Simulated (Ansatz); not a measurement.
`N[SiH](Cl)[GeH3]` → `Cl[SiH2][NH][GeH3]`  (isomerisation)

Computed with Ansatz on PBE0-D4/def2-TZVP structures; ΔE is electronic, products minus reactants. CCSD(T)/CBS is the MP2 limit (def2-TZVPP, def2-QZVPP) plus CCSD(T) − MP2 in def2-TZVPP, frozen cores. DFT in def2-TZVPP. For Ge outer-core shells are correlated without core-valence functions, which leaves a few kJ/mol of doubt a bond. Scalar relativity is left out up to krypton. Each species was taken in one conformer, which may not be the lowest.

CCSD(T)/CBS gives +2.4 kJ/mol.

(1) Another level gave +1.1 kJ/mol. Which?
A. PBE-D4/def2-TZVPP
B. HF/def2-TZVPP
C. B2PLYP/def2-TZVPP
D. r2SCAN-D4/def2-TZVPP

Largest T1 diagnostic among the species: 0.011.

Answers

(1) C. B2PLYP 1.1, r2SCAN-D4 10.7, HF/def2-TZVPP -14.1, PBE-D4 19.7 kJ/mol.

From PBE to PBE0 (25 % exact exchange), in def2-TZVPP and without D4, ΔE moves by −5.1 kJ/mol. In def2-TZVPP, CCSD(T) changes the Hartree–Fock value by +12.2 kJ/mol (the triples alone add +1.0 kJ/mol) and MP2 by +8.7 kJ/mol.
